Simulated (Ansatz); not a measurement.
Total energies of Ga₈As₉H₂₄⁺, a nanocrystal cut from zinc blende GaAs (hydrogen-capped) from Ansatz at PBE0-D4/def2-TZVP, gas phase (1 Eh = 27.2114 eV = 2625.5 kJ/mol). The reference geometry is relaxed at PBE-D4/def2-SVP.

```xyz
41

Ga    4.822   -0.969   -1.581
Ga    1.766   -2.229    1.845
Ga   -2.081    3.998    0.437
Ga   -1.757    0.201    2.695
Ga    1.064    1.100   -0.103
Ga    0.434   -2.517   -1.960
Ga   -2.686    0.016   -1.391
Ga   -2.396   -3.451    0.942
As    3.470    1.018   -0.665
As    0.310    3.488   -0.096
As    0.624    0.050    2.047
As    2.929   -2.495   -2.271
As    0.048   -3.247    0.344
As   -2.333    2.665    2.517
As   -3.197    2.487   -1.192
As   -2.910   -0.947    0.856
As   -0.242   -0.093   -1.796
H     5.449   -0.379   -2.895
H     5.495   -1.579   -0.303
H     1.783   -2.881    3.273
H     3.036   -1.861    0.965
H    -2.470    5.515    0.445
H    -2.091   -0.250    4.162
H    -0.289   -3.173   -3.192
H    -3.569   -0.570   -2.550
H    -2.496   -3.819    2.467
H    -3.153   -4.081   -0.284
H     4.137    1.601    0.577
H     3.654    2.239   -1.564
H     1.196    4.302    0.839
H     0.684    4.179   -1.402
H     1.396    0.949    3.012
H     3.341   -3.879   -1.782
H     3.128   -2.759   -3.761
H     0.510   -4.699    0.234
H    -1.660    3.471    3.622
H    -3.775    2.893    2.956
H    -4.691    2.675   -0.954
H    -3.123    3.176   -2.550
H    -4.392   -0.762    1.173
H     0.035    0.619   -3.118
```

```csv
state,geometry,energy (Eh)
charge 1 singlet,reference,-35531.97177
charge 2 doublet,reference,-35531.57485
charge 0 doublet,reference,-35532.09845
```

Single mean-field runs in def2-TZVP are fitted with def2-universal-jkfit.

Task: Work out the vertical ionisation energy to the doublet.

Result: E(charge 2 doublet) − E(charge 1 singlet) = -35531.57485 − (-35531.97177) = 0.39692 Eh = 10.80 eV. For comparison, −ε of the highest occupied level is 9.65 eV at this level, 1.15 eV less.

Task: Work out the vertical electron affinity, to the doublet.

Result: E(charge 1 singlet) − E(charge 0 doublet) = -35531.97177 − (-35532.09845) = 0.12668 Eh = 3.45 eV.

Task: Give the fundamental gap IE − EA, the Mulliken electronegativity (IE + EA)/2 and the hardness (IE − EA)/2.

Result: From the values in Eh: IE − EA = 0.39692 − 0.12668 = 0.27024 Eh = 7.35 eV; (IE + EA)/2 = 7.12 eV; (IE − EA)/2 = 3.68 eV. The HOMO–LUMO gap of the same run is 5.27 eV, 2.08 eV smaller than the fundamental gap.
